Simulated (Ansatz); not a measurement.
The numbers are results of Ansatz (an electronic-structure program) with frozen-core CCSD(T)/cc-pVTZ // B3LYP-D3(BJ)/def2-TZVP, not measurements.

Ansatz 0.2 input:
```yaml
crystal:
  periodic: [false, false, false]
  atoms:
    - { symbol: O, position_ang: [-1.515199, -0.179589, -0.136399] }
    - { symbol: Al, position_ang: [-0.008512, -0.672913, 0.487116] }
    - { symbol: O, position_ang: [1.511318, -0.11933, -0.047514] }
    - { symbol: H, position_ang: [-1.659583, 0.453139, -0.843332] }
    - { symbol: H, position_ang: [1.671971, 0.51869, -0.746124] }
basis:
  gaussian: { orbitals: cc-pVTZ }
correlation:
  method: ccsd_t
magnetization:
  spin_polarized: true
  initial_magnetization: 1
```

Output:

```
Functional definition: HF
739 factors; integrals over basis functions are off by at most 9.7e-4 eV
mean field evaluation 1: about -10687.5428 eV, gradient 3.8e1 eV
mean field evaluation 2: about -10687.5538 eV, gradient 3.8e1 eV
mean field evaluation 4: about -10692.9576 eV, gradient 2.4e0 eV
mean field evaluation 8: about -10693.0921 eV, gradient 1.3e-1 eV
mean field evaluation 16: about -10693.0580 eV, gradient 8.7e-1 eV
mean field evaluation 32: about -10688.8474 eV, gradient 1.3e-3 eV
mean field -10693.09238214 eV, -392.9638970053 hartree, gradient 2.2e-6 eV, S^2 0.751516; 0 other end points of the search recorded, 0 dependent functions left out
7 core orbitals not correlated
reference -10693.09238214 eV, -392.9638970053 hartree; 9, 8 occupied and 106, 107 virtual orbitals, 739 factors
second order -14.82576597 eV of doubles, -0.00000000 eV of singles
cycle   1  -14.56514682 eV  change    2.6e-1 eV  update   8.3e-2
cycle   2  -14.87974670 eV  change   -3.1e-1 eV  update   2.5e-2
cycle   3  -14.96485021 eV  change   -8.5e-2 eV  update   1.4e-2
cycle   4  -14.95491303 eV  change    9.9e-3 eV  update   3.9e-3
cycle   5  -14.95216622 eV  change    2.7e-3 eV  update   1.7e-3
cycle   6  -14.95264210 eV  change   -4.8e-4 eV  update   4.9e-4
cycle   7  -14.95253120 eV  change    1.1e-4 eV  update   2.0e-4
cycle   8  -14.95254508 eV  change   -1.4e-5 eV  update   6.4e-5
cycle   9  -14.95255642 eV  change   -1.1e-5 eV  update   2.7e-5
cycle  10  -14.95254679 eV  change    9.6e-6 eV  update   9.9e-6
perturbative correction -0.52765897 eV, -0.0193911094 hartree
Total energy: -10708.57258790 eV, -393.5327840741 hartree
```

Cost: very roughly 70 core-seconds.
